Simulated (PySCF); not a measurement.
# Computed records: CH6BOSi, BFH5Si2, BH6N2Si, BClH3OSi

Computed with PySCF 2.14.0. Calculation on a computer-drawn molecule: the log of a Hartree-Fock and frozen-core CCSD(T) single point meant for a local Hartree-Fock minimum, with one planted fault or none, to be diagnosed. Offsets are logged minus clean, where the clean run is the same molecule without the fault. The reference is restricted for singlets and unrestricted otherwise, and also for a bond in bohr or an excited solution. Adding or removing an electron swaps singlet and doublet. The excited solution moves the top pair (singlet) or top alpha electron (doublet) to the lowest empty orbital. Highest occupied and lowest empty are orbital energies over both spins, largest force is the largest gradient component, triples share is (T) over the correlation energy, the T1 limit is 0.02 restricted and 0.045 unrestricted, electrons count all cores, a negative frequency is imaginary (commonest isotopes), and the dipole is about the centre of nuclear charge.

Common to all runs: meant charge 0; meant multiplicity 2; meant basis cc-pV(D+d)Z; logged SCF converged yes; possible faults no fault, one electron removed, one electron added, multiplicity raised by two, geometry at a saddle point, SCF held on an excited solution, minimal basis STO-3G, one bond length entered in bohr, all coordinates scaled.

(1) CH6BOSi

Logged structure:
```xyz
10
CH6BOSi
B      0.1416    -0.0692     2.1020
Si     0.2662    -0.4036     0.2941
C     -0.6464    -1.6470    -0.6569
O      1.2404     0.4106    -0.6619
H     -0.6008    -0.7192     2.7175
H      0.7788     0.7576     2.6068
H     -1.2274    -1.1962    -1.4194
H     -1.2961    -2.1852    -0.0204
H      0.0126    -2.3366    -1.1179
H      1.2730     0.2180    -1.5555
```

* logged electrons: 39
* logged basis functions: 95
* logged spin squared: 0.7589
* logged highest occupied: -7.4809 eV
* logged lowest empty: 1.5196 eV
* logged largest force: 0.038836 hartree/bohr
* logged T1 diagnostic: 0.013171
* logged D1 diagnostic: 0.046728
* logged triples share: 0.024959
* logged CC converged: yes
* logged dipole magnitude: 4.2583 debye
* logged SCF stable within its kind: yes
* logged energy HF: -429.83289 hartree
* logged energy CCSD(T): -430.39346 hartree
* planted fault: all coordinates scaled, by -3.2 %
* HF energy offset from clean run: 6.35 kcal/mol
* CCSD(T) energy offset from clean run: 9.922 kcal/mol

Drawn bonds:
```
atom  other atom  order
   1           2      1
   2           3      1
   2           4      1
   1           5      1
   1           6      1
   3           7      1
   3           8      1
   3           9      1
   4          10      1
```

(2) BFH5Si2

Logged structure:
```xyz
9
BFH5Si2
B     -0.2447    -1.4243     1.3541
Si    -0.8269     0.3657     0.9319
F      0.2566     1.5606     0.7478
Si    -2.9888     1.2241     0.6029
H     -1.0983    -2.2576     1.4760
H      0.9104    -1.7031     1.4906
H     -3.9430     0.1088     0.7894
H     -3.2660     2.2955     1.5850
H     -3.1160     1.7737    -0.7651
```

- logged electrons: 47
- logged basis functions: 99
- logged spin squared: 0.7599
- logged highest occupied: -3.9124 eV
- logged lowest empty: -2.3631 eV
- logged largest force: 0.059547 hartree/bohr
- logged dipole magnitude: 2.1338 debye
- logged SCF stable within its kind: no
- logged energy HF: -704.75092 hartree
- planted fault: SCF held on an excited solution
- HF energy offset from clean run: 95.49 kcal/mol

Drawn bonds:
```
atom  other atom  order
   1           2      1
   2           3      1
   2           4      1
   1           5      1
   1           6      1
   4           7      1
   4           8      1
   4           9      1
```

Notes: coupled-cluster numbers left out as unreliable.

(3) BFH5Si2

Structure as in entry 2.

- logged electrons: 47
- logged basis functions: 99
- logged spin squared: 3.7718
- logged highest occupied: -5.7125 eV
- logged lowest empty: -2.558 eV
- logged largest force: 0.088033 hartree/bohr
- logged T1 diagnostic: 0.021488
- logged D1 diagnostic: 0.10577
- logged triples share: 0.026292
- logged CC converged: yes
- logged dipole magnitude: 3.0245 debye
- logged SCF stable within its kind: yes
- logged energy HF: -704.72298 hartree
- logged energy CCSD(T): -705.24243 hartree
- planted fault: multiplicity raised by two
- HF energy offset from clean run: 113 kcal/mol
- CCSD(T) energy offset from clean run: 113.8 kcal/mol

Drawn bonds:
```
atom  other atom  order
   1           2      1
   2           3      1
   2           4      1
   1           5      1
   1           6      1
   4           7      1
   4           8      1
   4           9      1
```

(4) BH6N2Si

Logged structure:
```xyz
10
BH6N2Si
B     -3.9872     0.0907    -0.2191
Si    -2.1903     0.6993    -0.1206
N     -0.8385    -0.2487     0.2319
N     -1.6633     2.2837    -0.3693
H     -4.2235    -1.0715    -0.0202
H     -4.8583     0.8779    -0.4792
H     -0.9218    -1.2290     0.4158
H      0.1070     0.0732     0.2794
H     -2.3049     3.0181    -0.5946
H     -0.7169     2.6020    -0.3158
```

- logged electrons: 40
- logged basis functions: 95
- logged spin squared: 0
- logged highest occupied: 0.71257 eV
- logged lowest empty: 8.5034 eV
- logged largest force: 0.079866 hartree/bohr
- logged T1 diagnostic: 0.012065
- logged D1 diagnostic: 0.036619
- logged triples share: 0.029007
- logged CC converged: yes
- logged dipole magnitude: 9.448 debye
- logged SCF stable within its kind: yes
- logged energy HF: -425.96965 hartree
- logged energy CCSD(T): -426.57904 hartree
- planted fault: one electron added
- HF energy offset from clean run: 35.68 kcal/mol
- CCSD(T) energy offset from clean run: 13.74 kcal/mol

Drawn bonds:
```
atom  other atom  order
   1           2      1
   2           3      1
   2           4      1
   1           5      1
   1           6      1
   3           7      1
   3           8      1
   4           9      1
   4          10      1
```

Notes: highest electron not bound in this basis.

(5) BH6N2Si

Logged structure:
```xyz
10
BH6N2Si
B     -3.6323     0.0826    -0.1996
Si    -1.9953     0.6370    -0.1098
N     -0.7639    -0.2265     0.2113
N     -1.5153     2.0805    -0.3364
H     -3.8477    -0.9761    -0.0184
H     -4.4259     0.7998    -0.4365
H     -0.8398    -1.1196     0.3788
H      0.0975     0.0667     0.2546
H     -2.0998     2.7495    -0.5417
H     -0.6531     2.3704    -0.2877
```

- logged electrons: 39
- logged basis functions: 95
- logged spin squared: 0.7569
- logged highest occupied: -6.7611 eV
- logged lowest empty: 2.7219 eV
- logged largest force: 0.11524 hartree/bohr
- logged T1 diagnostic: 0.010691
- logged D1 diagnostic: 0.039971
- logged triples share: 0.023295
- logged CC converged: yes
- logged dipole magnitude: 5.3996 debye
- logged SCF stable within its kind: yes
- logged energy HF: -425.92607 hartree
- logged energy CCSD(T): -426.48314 hartree

Drawn bonds:
```
atom  other atom  order
   1           2      1
   2           3      1
   2           4      1
   1           5      1
   1           6      1
   3           7      1
   3           8      1
   4           9      1
   4          10      1
```

(6) BClH3OSi

Logged structure:
```xyz
7
BClH3OSi
B     -1.5882    -1.2744    -0.8377
Si    -1.4715     0.3380     0.1540
O     -0.3950     0.6929     1.3145
Cl    -2.7141     1.9590    -0.0711
H     -0.7993    -2.1425    -0.6066
H     -2.4511    -1.3625    -1.6603
H     -0.4115     1.5282     1.7593
```

* logged electrons: 47
* logged basis functions: 89
* logged spin squared: 3.7633
* logged highest occupied: -5.1732 eV
* logged lowest empty: -2.9998 eV
* logged largest force: 0.11774 hartree/bohr
* logged T1 diagnostic: 0.04948
* logged D1 diagnostic: 0.30267
* logged triples share: 0.026945
* logged CC converged: yes
* logged dipole magnitude: 1.6898 debye
* logged SCF stable within its kind: yes
* logged energy HF: -849.53489 hartree
* logged energy CCSD(T): -850.06977 hartree

Drawn bonds:
```
atom  other atom  order
   1           2      1
   2           3      1
   2           4      1
   1           5      1
   1           6      1
   3           7      1
```

Notes: T1 above single-reference limit.

Q: Which fault was planted in the run of BH6N2Si (entry 5)?
A: all coordinates scaled, by -8.9 %

Q: Which fault was planted in the run of BClH3OSi (entry 6)?
A: multiplicity raised by two

Further results for BH6N2Si (entry 5):

- HF energy offset from clean run: 63.03 kcal/mol
- CCSD(T) energy offset from clean run: 73.92 kcal/mol

Further results for BClH3OSi (entry 6):

* HF energy offset from clean run: 151.2 kcal/mol
* CCSD(T) energy offset from clean run: 157.6 kcal/mol
